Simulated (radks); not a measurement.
Results of a calculation; reference values are marked as such.
Numerical settings for neutral mercury, [Hg]. Level of theory: scalar-relativistic Kohn-Sham, PBE, spin-unpolarised, spherical densities, finite nucleus; Fermi nuclear charge, rms radius 5.4648 fm (a radial shooting solver on a logarithmic mesh with Libxc functionals). The defaults (mesh step 0.008 in ln r, mesh end at 40 bohr or more with all orbitals vanishing there, Anderson mixing 0.5 over 9 steps, residual threshold near 1e-9 with the energy settled to 1e-9 hartree or 1e-11 of itself, here a cap of 65 iterations) give E = -19617.974 hartree and 6s at -6.811 eV in 15 iterations. Run on one thread of a shared host, so times are rough (Arm Neoverse N1): 0.21 s of CPU time, 0.21 s wall, 15 iterations on 2440 mesh points. Changes against that run (0 stands for a change within the tolerance of the run):

[
 {"setting": "mesh step in ln r 0.02", "iterations": "15", "converged": "yes", "E (mhartree)": "0", "e(6s) (meV)": "0", "CPU (s)": "0.1"},
 {"setting": "mesh step in ln r 0.2", "iterations": "4", "converged": "no", "E (mhartree)": "diverged", "e(6s) (meV)": "-", "CPU (s)": "0.01"},
 {"setting": "mesh step in ln r 0.03", "iterations": "15", "converged": "yes", "E (mhartree)": "+0.00374", "e(6s) (meV)": "0", "CPU (s)": "0.07"},
 {"setting": "mesh end (bohr) 400", "iterations": "15", "converged": "yes", "E (mhartree)": "0", "e(6s) (meV)": "0", "CPU (s)": "0.21"},
 {"setting": "mesh end (bohr) 8", "iterations": "15", "converged": "yes", "E (mhartree)": "+1.15", "e(6s) (meV)": "+63.9", "CPU (s)": "0.19"},
 {"setting": "residual threshold 0.1", "iterations": "9", "converged": "yes", "E (mhartree)": "0", "e(6s) (meV)": "+1.22", "CPU (s)": "0.15"},
 {"setting": "residual threshold 1e-13", "iterations": "26", "converged": "yes", "E (mhartree)": "0", "e(6s) (meV)": "0", "CPU (s)": "0.26"},
 {"setting": "mixing 0.05", "iterations": "23", "converged": "yes", "E (mhartree)": "0", "e(6s) (meV)": "0", "CPU (s)": "0.29"},
 {"setting": "linear mixing, mixing 0.05", "iterations": "65", "converged": "no", "E (mhartree)": "-12.6", "e(6s) (meV)": "-178", "CPU (s)": "0.78"},
 {"setting": "linear mixing, mixing 0.2", "iterations": "65", "converged": "no", "E (mhartree)": "0", "e(6s) (meV)": "0", "CPU (s)": "0.66"},
 {"setting": "mixing history 2", "iterations": "26", "converged": "yes", "E (mhartree)": "0", "e(6s) (meV)": "0", "CPU (s)": "0.31"},
 {"setting": "iteration cap 8", "iterations": "8", "converged": "no", "E (mhartree)": "0", "e(6s) (meV)": "+1.22", "CPU (s)": "0.12"}
]

Settings that end as converged yet miss the energy by more than 1 mhartree: mesh end (bohr) 8 (+0.00115 hartree). A mesh that ends early acts as a hard wall.
